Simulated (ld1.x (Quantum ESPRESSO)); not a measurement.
# tungsten: excitation energies, all-electron against TM

- Element: W
- Generator: ld1.x (Quantum ESPRESSO) 7.5
- Type: norm-conserving Troullier–Martins (Kleinman–Bylander form)
- Functional: PBEsol
- Relativity: scalar-relativistic
- Frozen core: [Xe] 4f14
- Valence charge: 6
- Reference configuration: 5d4 6s1.5 6p0.5
- Partial waves: 6p (bound): rc 3.80 bohr; 5d (bound): rc 2.25 bohr; 6s (bound): rc 2.30 bohr
- Local potential: the s channel
- Core correction: none

Energies are relative to the spin-unpolarised reference configuration 5d4 6s1.5 6p0.5; without spin polarisation the order of configurations can differ from experiment.

```tsv
valence configuration	charge	ΔE all-electron (eV)	error AE − PS (meV)
5d4 6s2 6p0	0	-2.239	+0.6
5d4 6s0 6p0	+2	22.381	-3.8
5d4 6s0 6p2	0	7.099	+0.6
5d3 6s0 6p0	+3	47.784	-36
5d4.5 6s1.5 6p0	0	-1.543	-10
5d4 6s1.5 6p0	+0.5	1.413	-1.7
```

Problem. What are ΔE and the potential's error for 5d4 6s1 6p0?

Solution. ΔE = 6.685 eV all-electron; the error (AE − PS) is -5.8 meV.

ld1.x printed “convergence not achieved” for 4 of the counted tests; their residual had stalled under 1e-8, short of the target of 1e-14.
